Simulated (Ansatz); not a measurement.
Species, as SMILES: F[SiH] (F-SiH) (closed-shell singlet).
Atoms: Si1, H2, F3. Bonds: Si1-H2, Si1-F3.

Basis-set convergence of the harmonic zero-point energy at PBE with Ansatz (a program for electronic structure). Each level at its own minimum, finite differences of forces, unscaled; the reference is a large set that could be run, not a limit. Cartesian d functions, on some or all atoms, in 6-31G**, 6-311+G**; all else is spherical. The program fits the integrals of some runs and decomposes those of others, by size. No added dispersion term, no relativity. Reference: the value in pcseg-3, 5.02 kcal/mol. Deviations are taken from unrounded values.

```tsv
basis	functions	harmonic zero-point energy (kcal/mol)	minus reference (kcal/mol)
STO-3G	15	5.98	0.96
3-21G	24	4.92	-0.10
6-31G	24	4.75	-0.27
def2-SV(P)	34	5.11	0.08
6-31G**	39	5.09	0.07
cc-pV(D+d)Z	42	5.02	-0.01
6-311+G**	59	5.00	-0.02
aug-pcseg-1	59	4.98	-0.04
aug-cc-pV(D+d)Z	64	4.95	-0.08
6-311++G(2d,2p)	72	4.99	-0.04
def2-TZVP	74	5.04	0.01
pcseg-2	78	5.03	0.01
cc-pV(T+d)Z	83	5.03	0.00
def2-TZVPP	87	5.03	0.01
def2-TZVPPD	105	5.03	0.00
aug-pcseg-2	119	5.02	0.00
aug-cc-pV(T+d)Z	124	5.01	-0.02
pcseg-3	157	5.02	0.00
```
